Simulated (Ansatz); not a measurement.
One change: `N[SiH2][O][GeH3]` becomes `CO[SiH2][O][GeH3]`.

Ansatz, PBE0-D4/def2-TZVP geometries, multiplicity 1. Each molecule was computed in one conformer, which needn't be the lowest.

Scalar relativity is left out up to krypton.

```csv
property,`N[SiH2][O][GeH3]`
size of the dipole moment (ωB97M-V/def2-TZVPP) / D,0.95
LUMO energy (PBE0/def2-TZVPP) / eV,0.27
HOMO energy (ωB97M-V/def2-TZVPP) / eV,-10.11
HOMO energy (B3LYP/def2-TZVPP) / eV,-7.43
LUMO energy (B3LYP/def2-TZVPP) / eV,0.03
HOMO–LUMO gap (PBE/def2-TZVPP) / eV,5.67
```

Q: Give the same properties after the change, and the shifts. (An estimate is asked.)

A: Computed: 
| property | `CO[SiH2][O][GeH3]` | shift |
| --- | --- | --- |
| size of the dipole moment (ωB97M-V/def2-TZVPP) / D | 1.34 | 0.39 |
| LUMO energy (PBE0/def2-TZVPP) / eV | 0.13 | -0.14 |
| HOMO energy (ωB97M-V/def2-TZVPP) / eV | -10.34 | -0.23 |
| HOMO energy (B3LYP/def2-TZVPP) / eV | -7.81 | -0.38 |
| LUMO energy (B3LYP/def2-TZVPP) / eV | -0.11 | -0.14 |
| HOMO–LUMO gap (PBE/def2-TZVPP) / eV | 5.76 | 0.09 |

With PBE0 the HOMO falls by 0.31 eV and the LUMO falls by 0.14 eV, so the gap widens by about 0.17 eV. PBE moves the HOMO by -0.28 eV and ωB97M-V by -0.23 eV. Dipoles are sizes alone; their direction can turn.

B3LYP here is the variant with VWN-RPA as its local correlation; programs differ in this.
